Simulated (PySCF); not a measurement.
C2H5NSSi.
Cartesian coordinates in Å at the PBE0-D3(BJ)/def2-SVP level; atoms count from 1:
```xyz
10
C2H5NSSi angstrom
N     -1.5612    1.7273   -1.4101
C     -1.4705    0.7421   -0.8095
C     -1.3283   -0.4872   -0.0452
S      0.2211   -1.4004   -0.4009
Si     1.6793   -0.0043    0.3522
H     -1.4095   -0.2647    1.0302
H     -2.1476   -1.1744   -0.3056
H      2.9676   -0.7438    0.2497
H      1.3698    0.3304    1.7751
H      1.7146    1.2484   -0.4544
```

Computed with PBE0-D3(BJ)/def2-SVP geometry optimisation, gas phase in PySCF 2.14.0.

Take the most abundant isotopes and a rigid rotor. The values belong to one conformer with, in the numbering `[N:1]#[C:2][CH2:3][S:4][SiH3:5]`, C2–C3–S4–Si5 66°.

Problem. Give the principal moments of inertia and the rotational constants in MHz.

Solution. Ia = 104.08, Ib = 248.05, Ic = 320.48 u·Å²; 505379 MHz·u·Å²/I gives A = 4856, B = 2037, C = 1577 MHz.

Problem. What kind of rotor is it?

Solution. An asymmetric top. Ray's parameter κ = (2B − A − C)/(A − C) = -0.719; −1 is the prolate and +1 the oblate limit.

Problem. What does the inertial defect say?

Solution. Not planar: Δ = Ic − Ia − Ib = -31.65 u·Å². For a rigid frame Δ = −2 Σ m c², so Σ m c² = 15.82 u·Å² lies off the ab plane: 6.21 from hydrogen and 9.61 from heavier atoms. The atom farthest from that plane is 1.69 Å away.

Problem. Give the other two planar moments, Paa and Pbb, and the rms extents of the mass along the axes.

Solution. Paa = Σ m a² = (Ib + Ic − Ia)/2 = 232.22 and Pbb = Σ m b² = (Ia + Ic − Ib)/2 = 88.26 u·Å². With the mass M = 102.99 u, the rms extents √(P/M) along a, b and c are 1.50, 0.93, 0.39 Å.

Problem. Where do the levels up to J = 4 lie, in MHz?

Solution. Above 0(0,0):
J = 1: 1(0,1) 3614, 1(1,1) 6433, 1(1,0) 6893
J = 2: 2(0,2) 10791, 2(1,2) 13201, 2(1,1) 14582, 2(2,1) 23037, 2(2,0) 23089
J = 3: 3(0,3) 21431, 3(1,3) 23322, 3(1,2) 26082, 3(2,2) 33880, 3(2,1) 34136, 3(3,1) 49153, 3(3,0) 49157
J = 4: 4(0,4) 35404, 4(1,4) 36765, 4(1,3) 41344, 4(2,3) 48297, 4(2,2) 49036, 4(3,2) 63705, 4(3,1) 63730, 4(4,1) 84960, 4(4,0) 84960
Those of J = 1 are B + C, A + C and A + B.

Problem. Which lines would a microwave search look for?

Solution. The dipole components are |μa| = 1.81 D, |μb| = 1.34 D, |μc| = 1.89 D. Intensities carry the squares of the components, which stand as 0.91 : 0.50 : 1.00 (a : b : c). Some lines, for components of 0.1 D or more:

```json
{"type": "a", "branch": "Q", "J(Ka,Kc)": "1(1,0) ← 1(1,1)", "MHz": "460", "lower level (cm⁻¹)": "0.215"}
{"type": "c", "branch": "Q", "J(Ka,Kc)": "3(1,3) ← 3(0,3)", "MHz": "1892", "lower level (cm⁻¹)": "0.715"}
{"type": "b", "branch": "Q", "J(Ka,Kc)": "1(1,0) ← 1(0,1)", "MHz": "3279", "lower level (cm⁻¹)": "0.121"}
{"type": "b", "branch": "Q", "J(Ka,Kc)": "2(1,1) ← 2(0,2)", "MHz": "3791", "lower level (cm⁻¹)": "0.360"}
{"type": "b", "branch": "R", "J(Ka,Kc)": "2(0,2) ← 1(1,1)", "MHz": "4359", "lower level (cm⁻¹)": "0.215"}
{"type": "b", "branch": "Q", "J(Ka,Kc)": "4(1,3) ← 4(0,4)", "MHz": "5940", "lower level (cm⁻¹)": "1.181"}
{"type": "c", "branch": "R", "J(Ka,Kc)": "1(1,0) ← 0(0,0)", "MHz": "6893", "lower level (cm⁻¹)": "0.000"}
{"type": "b", "branch": "R", "J(Ka,Kc)": "4(1,3) ← 3(2,2)", "MHz": "7464", "lower level (cm⁻¹)": "1.130"}
{"type": "b", "branch": "R", "J(Ka,Kc)": "3(0,3) ← 2(1,2)", "MHz": "8230", "lower level (cm⁻¹)": "0.440"}
{"type": "a", "branch": "R", "J(Ka,Kc)": "3(0,3) ← 2(0,2)", "MHz": "10640", "lower level (cm⁻¹)": "0.360"}
{"type": "c", "branch": "R", "J(Ka,Kc)": "2(1,1) ← 1(0,1)", "MHz": "10968", "lower level (cm⁻¹)": "0.121"}
{"type": "a", "branch": "R", "J(Ka,Kc)": "3(2,1) ← 2(2,0)", "MHz": "11047", "lower level (cm⁻¹)": "0.770"}
{"type": "b", "branch": "R", "J(Ka,Kc)": "3(1,3) ← 2(0,2)", "MHz": "12531", "lower level (cm⁻¹)": "0.360"}
{"type": "a", "branch": "R", "J(Ka,Kc)": "4(0,4) ← 3(0,3)", "MHz": "13973", "lower level (cm⁻¹)": "0.715"}
{"type": "a", "branch": "R", "J(Ka,Kc)": "4(2,3) ← 3(2,2)", "MHz": "14417", "lower level (cm⁻¹)": "1.130"}
{"type": "a", "branch": "R", "J(Ka,Kc)": "4(2,2) ← 3(2,1)", "MHz": "14901", "lower level (cm⁻¹)": "1.139"}
{"type": "c", "branch": "R", "J(Ka,Kc)": "3(1,2) ← 2(0,2)", "MHz": "15290", "lower level (cm⁻¹)": "0.360"}
{"type": "b", "branch": "Q", "J(Ka,Kc)": "4(3,2) ← 4(2,3)", "MHz": "15408", "lower level (cm⁻¹)": "1.611"}
{"type": "b", "branch": "R", "J(Ka,Kc)": "2(2,1) ← 1(1,0)", "MHz": "16144", "lower level (cm⁻¹)": "0.230"}
{"type": "b", "branch": "R", "J(Ka,Kc)": "2(2,0) ← 1(1,1)", "MHz": "16656", "lower level (cm⁻¹)": "0.215"}
{"type": "c", "branch": "R", "J(Ka,Kc)": "4(1,3) ← 3(0,3)", "MHz": "19914", "lower level (cm⁻¹)": "0.715"}
{"type": "b", "branch": "R", "J(Ka,Kc)": "3(2,1) ← 2(1,2)", "MHz": "20935", "lower level (cm⁻¹)": "0.440"}
{"type": "c", "branch": "Q", "J(Ka,Kc)": "4(4,1) ← 4(3,1)", "MHz": "21230", "lower level (cm⁻¹)": "2.126"}
{"type": "b", "branch": "Q", "J(Ka,Kc)": "4(4,0) ← 4(3,1)", "MHz": "21230", "lower level (cm⁻¹)": "2.126"}
{"type": "b", "branch": "R", "J(Ka,Kc)": "4(2,3) ← 3(1,2)", "MHz": "22215", "lower level (cm⁻¹)": "0.870"}
```

Problem. Estimate the classical rotational partition function at 10 K, 25 K and 500 K.

Solution. Point group C1, symmetry number σ = 1; q = (√π/σ)·√((kT/h)³/(ABC)), k/h = 20836.6 MHz/K: 1350 at 10 K, 5340 at 25 K, 477000 at 500 K.

Whether it is a minimum is left open (no frequencies). Zero-point vibration and centrifugal distortion are left out. A rigid rotor knows nothing of internal rotation, which can split or shift real lines. Quadrupole hyperfine structure (14N) is left out.
